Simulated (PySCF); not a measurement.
All values below come from PBE-D3(BJ)/def2-TZVP // PBE0-D3(BJ)/def2-SVP (PySCF). All species are isolated molecules in the gas phase. One relaxed conformer stands for a flexible species; it need not be the lowest. Excitations are Tamm–Dancoff values on a coarser integration grid. The basis has no diffuse functions, so Rydberg states are missing or too high.

Reference species (SMILES): `[SiH3][C@H]1[C@H]2CC[C@@H]1CC2` (neutral, multiplicity 1).

```json
{
 "HOMO": "-6.91 eV",
 "S1 excitation (TDA)": "6.79 eV",
 "S1–T1 gap (TDA)": "0.10 eV"
}
```

Changed species: `[SiH3][C@]12CC[C@H](CC1)C2`.

Task: What does the change do to the HOMO, S1 excitation (TDA) and S1–T1 gap (TDA)?

Result: the HOMO goes up by 0.03 eV, to -6.88 eV; the S1 excitation (TDA) rises by 0.05 eV, to 6.84 eV; the S1–T1 gap (TDA) increases by 0.18 eV, to 0.28 eV.
